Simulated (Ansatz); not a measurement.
H6NNaSi2. The species carries charge 0 and has multiplicity 1. Correlated methods include outer-core shells of Na, which these sets cover unevenly. The bonds changed during the relaxation, so this is another structure than the one it started from.

Cartesian coordinates in Å:
```
Na -0.449 -2.516 -0.007
N -0.201 -0.378 -0.005
Si -1.418 0.780 -0.031
Si 1.467 -0.288 0.032
H -2.760 0.101 -0.059
H -1.458 1.691 1.160
H -1.408 1.688 -1.225
H 1.967 -1.734 0.045
H 2.103 0.330 1.240
H 2.155 0.326 -1.150
```

(1) Give the diagnostics of a CCSD(T)/def2-TZVPP run (frozen core, the Gaussian-basis code of Ansatz). (Estimate.)

## Answers

(1) The calculation gave: T1 = 0.0110, largest single amplitude 0.013, largest double 0.018, (T) share of the correlation energy 3.1 %, 10 CCSD cycles. The RHF solution is stable towards an unrestricted one. T1 lies under the customary mark of 0.02 for closed shells.
